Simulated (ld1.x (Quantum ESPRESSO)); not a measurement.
## What one change does to a pseudopotential (Si (Z = 14), ultrasoft)

- Element: silicon (Si)
- Generator: ld1.x (Quantum ESPRESSO) 7.5
- Type: ultrasoft
- Functional: PBE
- Relativity: non-relativistic
- Frozen core: [Ne]
- Valence charge: 4
- Reference configuration: 3s2 3p0 (charge +2)
- Partial waves: 3s (bound): rcut 1.50, rcutus 1.90 bohr; 3s channel at 0.9 Ry: rcut 1.50, rcutus 1.90 bohr; 3p (bound, empty): rcut 1.40, rcutus 1.70 bohr; 3p channel at -0.95 Ry: rcut 1.40, rcutus 1.70 bohr
- Local potential: all-electron potential smoothed inside 1.70 bohr (lloc = -2)
- Core correction: none
- Augmentation charge: PSQ, radius 1.40 bohr

Change: core correction a·sin(br)/r model core inside 1.10 bohr.

Cutoffs: the cutoffs (Ry, on a coarse ladder) from which the occupation-weighted sum of valence levels, in a spherical-Bessel basis at the reference potential, stays within 10 and 1 mRy of its value at 400 Ry; they do not see the model core or the augmentation charge, which bear on the density cutoff. Errors are all-electron minus pseudo energies relative to the spin-unpolarised reference configuration.

Task: How do hardness, ghosts and transferability respond?

Result: Both files are so soft that the ladder of cutoffs tells neither apart; of the 7 tests that both files solve, the error grows in 0 and shrinks in 6 by more than 15 % and 0.3 meV (median size 8.8 → 4.3 meV); neither file shows a bound ghost. Exchange and correlation are not linear in the density, so unscreening with the valence charge alone errs where core and valence overlap; a model core restores that term. A model core, the more so a compact one, raises the density cutoff, which this test does not measure.

| quantity | base | changed |
| --- | --- | --- |
| cutoff, loose | 8 Ry | 8 Ry |
| cutoff, tight | 12 Ry | 12 Ry |
| bound ghosts | none | none |
| error for 3s2 3p2, meV [ΔE -23.76 eV] | -8.8 | +4.3 |
| error for 3s2 3p1, meV [ΔE -16.01 eV] | -2.5 | +1.9 |
| error for 3s1 3p0, meV [ΔE 33.90 eV] | +38 | +5.1 |
| error for 3s2 3p1.5, meV [ΔE -20.83 eV] | -5.6 | +3.3 |
| error for 3s1 3p2, meV [ΔE -8.64 eV] | +3.2 | +3.6 |
| error for 3s2 3p2.3, meV [ΔE -24.69 eV] | -10 | +4.7 |
| error for 3s0 3p4, meV [ΔE -10.09 eV] | +13 | +9.3 |
| s: phases at 2.05 bohr within 0.05 rad from the reference energy up to (Ry; the scan ends near 5) | 4.7 | 4.7 |
| p: phases at 2.05 bohr within 0.05 rad from the reference energy up to (Ry; the scan ends near 5) | 4.0 | 4.0 |
| lowest overlap eigenvalue by channel | s 0.50, p 0.77 | s 0.50, p 0.77 |
